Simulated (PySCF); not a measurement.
Isomers of C6H12F2, one GFN2-xTB conformer each. Single-point energies are computed at PBE0/pcSseg-1 (PySCF, gas phase, no added dispersion term), electronic only.

```csv
SMILES,GFN2-xTB relative energy (kJ/mol)
CC(C)(C)C(C)(F)F,0.0
CC[C@@H](C)CC(F)F,26.4
```

Conformers: `[CH3:1][CH2:2][C@@H:3]([CH3:4])[CH2:5][CH:6]([F:7])[F:8]` with C1–C2–C3–C4 68°, C2–C3–C5–C6 169°, C3–C5–C6–F7 -63°.

**Question.** What does PBE0/pcSseg-1 give for the same structures?

**Answer.** 
| SMILES | PBE0/pcSseg-1 E (Eh) | PBE0/pcSseg-1 (kJ/mol) | GFN2-xTB (kJ/mol) | point group |
| --- | --- | --- | --- | --- |
| CC(C)(C)C(C)(F)F | -435.04998 | 0.0 | 0.0 | Cs |
| CC[C@@H](C)CC(F)F | -435.03787 | 31.8 | 26.4 | C1 |

Both levels put the same isomer lowest. As drawn, the lower has a quaternary carbon, which the higher lacks.

**Question.** Which frontier levels, dipoles and rotational constants go with these structures?

**Answer.** 
```json
{"SMILES": "CC(C)(C)C(C)(F)F", "HOMO (eV, PBE0/pcSseg-1)": "-8.90", "LUMO (eV)": "1.35", "dipole (D)": "2.23", "A, B, C (MHz)": "2456, 1757, 1739"}
{"SMILES": "CC[C@@H](C)CC(F)F", "HOMO (eV, PBE0/pcSseg-1)": "-8.91", "LUMO (eV)": "1.31", "dipole (D)": "2.41", "A, B, C (MHz)": "4039, 887.3, 876.6"}
```
